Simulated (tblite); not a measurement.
Input of a run (GFN2-xTB geometry optimisation, gas phase (tblite 0.8.0)), started from a force field or distance geometry:
```
{"job": {"kind": "relax", "xc": "GFN2-xTB", "basis": "xTB"}, "charge": 0, "multiplicity": 1}
C     -2.203200     0.968800    -0.127700
C     -1.945400    -0.484800    -0.411700
C     -0.539400    -0.912000     0.023000
N      0.482000    -0.162100    -0.674400
N      1.717500    -0.662700    -0.170400
Si     3.013300     0.528000    -0.581800
H     -3.314100     1.076300    -0.009200
H     -1.759200     1.270500     0.853400
H     -1.861700     1.656600    -0.897900
H     -2.090700    -0.757400    -1.457900
H     -2.652200    -1.062400     0.240200
H     -0.428000    -0.853900     1.122300
H     -0.394000    -1.984200    -0.234400
H      0.434400    -0.464700    -1.687800
H      1.612500    -0.701300     0.871400
H      4.282700     0.205800     0.074300
H      3.145100     0.512300    -2.054300
H      2.491500     1.833400    -0.153400
```

Output (eV, eV/Å):
```
step      E/eV     max force
  0    -546.45261    2.471
  1    -546.63405    0.880
  2    -546.68362    0.516
  3    -546.72581    0.581
  4    -546.75906    0.393
  5    -546.78288    0.425
  6    -546.80515    0.385
  7    -546.82302    0.302
  8    -546.83415    0.274
  9    -546.84171    0.216
 10    -546.84718    0.218
 11    -546.85241    0.190
 12    -546.85782    0.193
 13    -546.86365    0.220
 14    -546.87015    0.195
 15    -546.87645    0.183
 16    -546.88124    0.154
 17    -546.88485    0.166
 18    -546.88766    0.108
 19    -546.88955    0.085
 20    -546.89097    0.077
 21    -546.89235    0.128
 22    -546.89385    0.133
 23    -546.89535    0.099
 24    -546.89672    0.100
 25    -546.89814    0.097
 26    -546.90000    0.131
 27    -546.90247    0.149
 28    -546.90522    0.126
 29    -546.90776    0.113
 30    -546.91003    0.117
 31    -546.91225    0.134
 32    -546.91438    0.124
 33    -546.91613    0.095
 34    -546.91765    0.108
 35    -546.91937    0.121
 36    -546.92152    0.134
 37    -546.92371    0.129
 38    -546.92539    0.080
 39    -546.92625    0.127
 40    -546.92776    0.087
 41    -546.92901    0.068
 42    -546.93033    0.072
 43    -546.93128    0.089
 44    -546.93253    0.105
 45    -546.93421    0.105
 46    -546.93656    0.106
 47    -546.93852    0.109
 48    -546.94009    0.115
 49    -546.94156    0.110
 50    -546.94295    0.094
 51    -546.94409    0.084
 52    -546.94501    0.090
 53    -546.94567    0.116
 54    -546.94669    0.072
 55    -546.94812    0.064
 56    -546.94964    0.085
 57    -546.95144    0.089
 58    -546.95308    0.096
 59    -546.95452    0.086
 60    -546.95648    0.103
 61    -546.95879    0.162
 62    -546.96251    0.188
 63    -546.96715    0.179
 64    -546.97217    0.193
 65    -546.97654    0.180
 66    -546.97915    0.296
 67    -546.98391    0.166
 68    -546.98784    0.109
 69    -546.99140    0.126
 70    -546.99386    0.141
 71    -546.99739    0.133
 72    -547.00010    0.107
 73    -547.00178    0.099
 74    -547.00322    0.086
 75    -547.00527    0.098
 76    -547.00663    0.104
 77    -547.00833    0.125
 78    -547.00975    0.106
 79    -547.01152    0.084
 80    -547.01399    0.115
 81    -547.01652    0.121
 82    -547.01819    0.130
 83    -547.02061    0.133
 84    -547.02326    0.126
 85    -547.02602    0.153
 86    -547.02856    0.261
 87    -547.03222    0.095
 88    -547.03478    0.097
 89    -547.03655    0.102
 90    -547.03824    0.094
 91    -547.03968    0.081
 92    -547.04120    0.098
 93    -547.04258    0.114
 94    -547.04368    0.082
 95    -547.04461    0.063
 96    -547.04558    0.058
 97    -547.04635    0.065
 98    -547.04719    0.058
 99    -547.04799    0.063
100    -547.04903    0.067
101    -547.05029    0.078
102    -547.05147    0.064
103    -547.05202    0.066
104    -547.05275    0.056
105    -547.05319    0.050
106    -547.05401    0.051
107    -547.05438    0.043
108    -547.05497    0.055
109    -547.05547    0.057
110    -547.05625    0.053
111    -547.05725    0.121
112    -547.05820    0.066
113    -547.05905    0.128
114    -547.05975    0.107
115    -547.06074    0.055
116    -547.06174    0.072
117    -547.06279    0.068
118    -547.06348    0.072
119    -547.06398    0.071
120    -547.06455    0.074
121    -547.06545    0.059
122    -547.06630    0.057
123    -547.06691    0.041
124    -547.06729    0.043
125    -547.06766    0.052
126    -547.06812    0.069
127    -547.06863    0.058
128    -547.06907    0.042
129    -547.06945    0.052
130    -547.06979    0.057
131    -547.07007    0.046
132    -547.07033    0.053
133    -547.07055    0.038
134    -547.07075    0.042
135    -547.07100    0.040
136    -547.07133    0.038
137    -547.07174    0.048
138    -547.07221    0.051
139    -547.07268    0.059
140    -547.07308    0.047
141    -547.07338    0.028
142    -547.07359    0.028
143    -547.07377    0.036
144    -547.07399    0.055
145    -547.07429    0.062
146    -547.07466    0.111
147    -547.07506    0.055
148    -547.07554    0.052
149    -547.07609    0.049
150    -547.07653    0.054
151    -547.07705    0.061
152    -547.07767    0.078
153    -547.07831    0.068
154    -547.07899    0.057
155    -547.07962    0.052
156    -547.08028    0.047
157    -547.08074    0.059
158    -547.08118    0.045
159    -547.08141    0.042
160    -547.08159    0.026
161    -547.08171    0.026
162    -547.08185    0.034
163    -547.08195    0.023
164    -547.08202    0.024
165    -547.08210    0.018
166    -547.08218    0.018
167    -547.08226    0.027
168    -547.08234    0.028
169    -547.08241    0.026
170    -547.08253    0.027
171    -547.08286    0.081
172    -547.07183    0.815
173    -547.08325    0.079
174    -547.08362    0.070
175    -547.08188    0.497
176    -547.08611    0.108
177    -547.08844    0.137
178    -547.05971    0.796
179    -547.09340    0.323
180    -547.09498    0.197
181    -547.09916    0.147
182    -547.10104    0.159
183    -547.10183    0.097
184    -547.10213    0.278
185    -547.10310    0.034
186    -547.10332    0.046
187    -547.10367    0.055
188    -547.10446    0.080
189    -547.10514    0.072
190    -547.10578    0.058
191    -547.10662    0.065
192    -547.10769    0.068
193    -547.10888    0.079
194    -547.10989    0.082
195    -547.11092    0.076
196    -547.11215    0.101
197    -547.11336    0.101
198    -547.11362    0.154
199    -547.11530    0.076
200    -547.11626    0.095
201    -547.11765    0.061
202    -547.11903    0.076
203    -547.12006    0.078
204    -547.12064    0.078
205    -547.12068    0.069
206    -547.12119    0.037
207    -547.12138    0.035
208    -547.12159    0.026
209    -547.12169    0.024
210    -547.12178    0.032
211    -547.12185    0.018
212    -547.12190    0.019
213    -547.12195    0.014
214    -547.12201    0.021
215    -547.12209    0.020
216    -547.12219    0.021
217    -547.12228    0.023
218    -547.12237    0.020
219    -547.12246    0.019
220    -547.12254    0.017
221    -547.12261    0.022
222    -547.12267    0.025
223    -547.12274    0.023
224    -547.12281    0.015
225    -547.12290    0.017
226    -547.12298    0.014
227    -547.12304    0.014
228    -547.12308    0.015
229    -547.12313    0.015
230    -547.12319    0.020
231    -547.12326    0.022
232    -547.12333    0.019
233    -547.12340    0.019
234    -547.12348    0.022
235    -547.12358    0.025
236    -547.12371    0.030
237    -547.12386    0.033
238    -547.12405    0.038
239    -547.12426    0.043
240    -547.12446    0.039
241    -547.12462    0.027
242    -547.12473    0.017
243    -547.12479    0.015
244    -547.12483    0.010
245    -547.12484    0.006
```

Task: Summarise the run.

Result: The energy falls by 15.5 kcal/mol over 245 L-BFGS steps, the largest force on an atom goes from 2.47 to 0.006 eV/Å, and the atoms move by 1.283 Å rms after alignment. The bond that changes most is N5–Si6 (hydrazine nitrogen to SiH3 silicon), which shortens by 0.082 Å. Bonds longer at the end by more than 0.005 Å: 2 of 17; shorter: 13. Among the angles that change most is N4–N5–Si6, from 108.0° to 125.3°. Among the dihedrals that turn most is H14–N4–N5–Si6, from 85° to -57°. The energy rose by more than 1e-5 eV at steps 172, 175 and 178. The first step brought 27 % of the lowering.

Task: What are the final bond lengths?

Result: C1–C2 1.523 Å, C2–C3 1.526 Å, C3–N4 1.457 Å, N4–N5 1.415 Å, N5–Si6 1.725 Å, C1–H7 1.087 Å, C1–H8 1.087 Å, C1–H9 1.086 Å, C2–H10 1.093 Å, C2–H11 1.092 Å, C3–H12 1.095 Å, C3–H13 1.103 Å, N4–H14 1.018 Å, N5–H15 1.011 Å, Si6–H16 1.457 Å, Si6–H17 1.473 Å, Si6–H18 1.464 Å. Numbering counts from 1 in the input's order; the species is `CCCNN[SiH3]`.

Its GFN2-xTB frequencies are all real (lowest 44 cm⁻¹). One conformer, not necessarily the lowest. 3 starts were optimised and ended at 0.00, 0.07 and 0.14 kcal/mol (GFN2-xTB); the lowest of these is shown.

The numbers are calculated, not measured.
